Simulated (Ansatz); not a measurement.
Program: Ansatz. Geometries: PBE0-D4/def2-TZVP. ΔE: electronic, gas phase. CBS: MP2 limit from def2 TZ/QZ plus the TZ coupled-cluster correction, frozen cores. This one scheme is used for every species. DFT in def2-TZVPP. B3LYP here is the variant with VWN-RPA as its local correlation; programs differ in this. def2 core potentials past Kr. For Te outer-core shells are correlated without core-valence functions, which leaves a few kJ/mol of doubt a bond. Each species was taken in one conformer, which may not be the lowest.

`C=C(N)[TeH]` + H₂S → `C=C(N)S` + H₂Te  (substitution at a C–Te bond)

`C=C(N)[TeH]`:

Cartesian coordinates in Å:
```
C -0.689 0.941 -0.812
C -0.125 0.074 0.030
N 1.228 -0.149 0.174
Te -1.357 -1.102 1.280
H -0.079 1.635 -1.385
H -1.757 0.964 -0.971
H 1.542 -0.359 1.108
H 1.823 0.513 -0.306
H -0.585 -2.518 0.883
```

H₂S:

Cartesian coordinates in Å:
```
S 0.489 -0.324 -0.198
H -0.481 0.366 -0.816
H -0.008 -0.041 1.015
```

`C=C(N)S`:

Cartesian coordinates in Å:
```
C 0.227 0.386 -1.106
C 0.034 -0.159 0.097
N 0.562 0.314 1.285
S -0.842 -1.672 0.372
H 0.726 1.344 -1.199
H -0.076 -0.117 -2.012
H -0.067 0.292 2.073
H 1.063 1.185 1.202
H -1.627 -1.575 -0.711
```

H₂Te:

```xyz
3

Te   -0.034    0.438   -0.642
H     0.447    0.695    0.922
H    -0.413   -1.133   -0.280
```

```tsv
level	ΔE (kJ/mol)	difference from CCSD(T)/CBS
PBE-D4	4.9	-7.5
r2SCAN-D4	2.7	-9.7
PBE0-D4	3.3	-9.1
B3LYP-D4	6.2	-6.2
ωB97X-V	3.2	-9.2
ωB97M-V	4.3	-8.1
B2PLYP	6.5	-5.9
PBE	3.0	-9.4
r2SCAN	2.3	-10.1
PBE0	1.5	-10.9
B3LYP	2.9	-9.5
HF/def2-TZVPP	-1.2	-13.6
MP2/def2-TZVPP	13.8	1.4
SCS-MP2/def2-TZVPP	12.0	-0.4
CCSD/def2-TZVPP	8.3	-4.1
CCSD(T)/def2-TZVPP	10.0	-2.4
HF/def2-QZVPP	-0.4	-12.8
MP2/def2-QZVPP	15.4	3.0
SCS-MP2/def2-QZVPP	13.4	1.0
HF/CBS(def2)	-0.3	-12.7
MP2/CBS(def2)	16.2	3.8
CCSD/CBS(def2)	10.7	-1.7
CCSD(T)/CBS	12.4	0
```

Largest T1 diagnostic among the species: 0.012.

The D4 term adds +3.3 kJ/mol with B3LYP and +1.8 kJ/mol with PBE0; it sums over pairs of atoms, weighted by their polarisabilities, and B3LYP, whose exchange is more repulsive, gets the larger term. In def2-TZVPP, CCSD(T) changes the Hartree–Fock value by +11.2 kJ/mol (the triples alone add +1.6 kJ/mol) and MP2 by +15.0 kJ/mol.
